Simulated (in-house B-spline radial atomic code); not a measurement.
RPA and G0W0 on r2SCAN: the calcium ion Ca⁵⁺

Configuration [Ne] 3s2 3p3, highest spin, mean-field start r2SCAN. Computed with a B-spline radial code for spherical atoms: all electrons, non-relativistic, point nucleus, each spin shell either full or empty, empty states to l = 9 with an (l + 1/2)⁻⁴ tail; G0W0 by contour deformation at full frequency.

Command:
```bash
python run_gw.py task.json out
```
Settings (radii: box in bohr, nucleus in fm):
```
Z                        20
electrons                15
configuration            [Ne] 3s2 3p3
hamiltonian              nr
method                   r2scan
lmax                     9
spin_polarised           True
box_radius               10.43
intervals                48
```

Run time, properties included: 1.9 s on 1 thread of Arm Neoverse N1, on a shared host.

Energies (hartree):

```csv
term,value
mean-field total,-669.44471
Hartree-Fock functional on these orbitals,-668.86605
direct second order,-1.0636
second-order exchange,0.38747
SOSEX correction,0.35082
```

(1) What is the RPA correlation energy, and what remains with SOSEX?

Quasi-particle levels (eV):

| level | occupied | mean field | Σx - vxc | Σc | QP weight | G0W0 |
| --- | --- | --- | --- | --- | --- | --- |
| 3p up | yes | -99.25 | -8.51 | ? | ? | ? |
| 3s down | yes | -112.47 | -6.26 | -2.99 | 0.955 | -121.72 |
| 2p down | yes | -419.12 | -30.36 | 7.53 | 0.911 | -441.95 |
| 3p down | no | -91.71 | 10.27 | -3.33 | 0.949 | -84.77 |

G0W0 = mean field + (Σx - vxc) + Σc, with Σc (partial-wave tail included) taken at the quasi-particle energy. Only the outer levels were computed. Levels of low weight are left out.

(2) Where does G0W0 put 3p up?

Answers

(1) RPA gives -0.93411 hartree (-1.69 eV per electron); RPA + SOSEX gives -0.58329, and the second-order doubles -0.67617 hartree (no singles). SOSEX takes back 38 % of the RPA value.

(2) At -107.94 eV, with Σc = -0.18 eV and a quasi-particle weight of 0.949. The tabulated removal energy is 108.78 ± 0.25 eV (NIST, semi-empirical); the calculation leaves out relativity, Breit and QED terms, and what these don't explain is the method's own error.
